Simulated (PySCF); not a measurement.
An excited-state job on `BNBC(=C)SC`.

Method: TDDFT CAM-B3LYP/def2-SVPD, vertical, gas phase, core orbitals frozen in the response (PySCF 2.14.0, density-fitted response routines). Geometry: GFN2-xTB. The input is one job of a driver script: a line of settings, then coordinates in Å.

Command:
```bash
OMP_NUM_THREADS=1 python probes_run.py task.json out
```

Input:
```
{"job": {"kind": "uv", "xc": "CAM-B3LYP", "basis": "def2-SVPD", "nstates": 8, "ntriplets": 3}, "charge": 0, "multiplicity": 1}
B     -1.973751    -0.128557    -2.031893
N     -2.222136    -0.644368    -0.744364
B     -1.423670    -0.637257     0.422501
C      0.086741    -0.231601     0.391476
C      0.980359    -0.698375    -0.478522
S      0.520722     0.872378     1.713946
C      2.286278     1.223904     1.447412
H     -2.789631    -0.265524    -2.862719
H     -0.975351     0.437263    -2.248158
H     -3.143761    -1.041387    -0.614056
H     -1.908604    -0.954241     1.443785
H      0.665022    -1.380639    -1.250054
H      2.029972    -0.456454    -0.464805
H      2.429966     1.657150     0.461911
H      2.868376     0.314712     1.565399
H      2.561869     1.941942     2.212929
```

Task: Estimate the output.

Result: 
```
coarse grid: 13696 points
cycle   1  E = -621.8977417565  dE =  7.429e-01  |g| = 3.559e-01  |ddm| = 7.544e+00
cycle   2  E = -621.9154206178  dE = -1.768e-02  |g| = 3.066e-01  |ddm| = 1.238e+00
cycle   3  E = -621.9350280854  dE = -1.961e-02  |g| = 6.168e-02  |ddm| = 4.270e-01
cycle   4  E = -621.9359142442  dE = -8.862e-04  |g| = 1.882e-02  |ddm| = 1.473e-01
cycle   5  E = -621.9360105752  dE = -9.633e-05  |g| = 4.347e-03  |ddm| = 5.571e-02
cycle   6  E = -621.9360158064  dE = -5.231e-06  |g| = 1.856e-03  |ddm| = 1.272e-02
final grid: 127128 points
cycle   7  E = -622.0144980466  dE = -3.735e-05  |g| = 4.815e-03  |ddm| = 1.061e-01
cycle   8  E = -622.0144973165  dE =  7.301e-07  |g| = 5.315e-03  |ddm| = 1.878e-02
cycle   9  E = -622.0145039684  dE = -6.652e-06  |g| = 3.989e-04  |ddm| = 7.871e-03
cycle  10  E = -622.0145040022  dE = -3.379e-08  |g| = 2.090e-04  |ddm| = 9.664e-04
cycle  11  E = -622.0145040137  dE = -1.148e-08  |g| = 5.962e-05  |ddm| = 6.184e-04
cycle  12  E = -622.0145040148  dE = -1.118e-09  |g| = 1.488e-05  |ddm| = 1.956e-04
cycle  13  E = -622.0145040148  dE = -7.094e-11  |g| = 5.862e-06  |ddm| = 4.518e-05
converged SCF energy = -622.0145040148

Static polarisability (au): isotropic 93.528, principal 72.509 94.065 114.010

Singlet excitations
state   eV       nm        f      main configurations
  1   4.2341    292.8   0.02070   H->L 0.95
  2   5.5133    224.9   0.04337   H->L+3 0.39, H->L+2 0.26, H->L+1 0.21
  3   5.6022    221.3   0.09295   H->L+1 0.58, H->L+2 0.23
  4   6.0690    204.3   0.04757   H-1->L 0.59, H-3->L 0.13
  5   6.1814    200.6   0.03143   H->L+4 0.36, H->L+6 0.17, H->L+5 0.11
  6   6.2838    197.3   0.00333   H->L+4 0.18, H->L+2 0.17, H-4->L 0.12
  7   6.4092    193.4   0.04501   H-3->L 0.25, H-4->L 0.17, H->L+2 0.10
  8   6.6180    187.3   0.02638   H-2->L 0.36, H-4->L 0.16, H-1->L 0.11

Triplet excitations (Tamm-Dancoff, eV): 3.2979 4.6504 5.2529
```

The SCF starts on a coarse grid where the log names one; the energy can jump when the final grid takes over, and dE then counts from the start density on the new grid. H and L stand for HOMO and LUMO; the number after each pair is its weight.

Task: Give the mean polarisability as a volume in Å³, and the ratio of the largest to the smallest principal value.

Result: 93.528 au × 0.148185 = 13.86 Å³; 114.010/72.509 = 1.57.

Task: Give S1 in cm⁻¹ and kJ/mol.

Result: 4.2341 eV × 8065.54 = 34150 cm⁻¹; × 96.485 = 408.5 kJ/mol.

Summary of the converged run: HOMO -7.44 eV, LUMO -0.42 eV; lowest singlet 4.23 eV; lowest triplet 3.30 eV (Tamm–Dancoff); mean polarisability 93.5 au.

Task: How long does this job take on Intel Xeon at 2.50 GHz, one thread (shared host)? And the peak memory of the process?

Result: About 1.8 min (density and orbital grids were written too), with 1.0 GiB resident at the peak, the Python interpreter and its libraries included.

One conformer stands for the species.
Labels such as C1 count atoms from 1, the log's own numbers from 0.
